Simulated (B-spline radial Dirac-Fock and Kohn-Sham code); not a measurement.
# Width and fluorescence yield of the M3 (3p3/2) hole, Ge to Ru

Model: independent-particle rates on relativistic LDA orbitals of the hole state (multipoles up to L = 3, Coulomb Auger matrix elements, transition energies from Dirac-Fock). Program: a radial finite-basis atomic code. Free neutral atoms. Recommended widths: Campbell and Papp (2001); yields: xraylib tables.

```csv
Z,element,Γ (eV),recommended Γ,ω,Coster-Kronig yield
32,Ge,3.74,2.30,4.99e-05,0.998
33,As,3.50,2.25,5.99e-05,0.995
36,Kr,2.61,1.10,0.000110,0.970
37,Rb,2.37,1.95,0.000136,0.959
38,Sr,?,?,?,?
40,Zr,2.97,2.00,0.000155,0.948
41,Nb,3.05,2.05,0.000172,0.942
42,Mo,3.22,2.10,0.000190,0.938
43,Tc,3.46,2.15,0.000207,0.935
44,Ru,3.55,2.20,0.000239,0.929
```

Question: What does the model give for Sr?

Answer: Γ = 2.64 eV, ω = 0.000137, Coster-Kronig yield 0.957; the recommended width is 1.90 eV.

Values without a named source are computed, but for edge energies of neutral atoms, which are taken from tables.
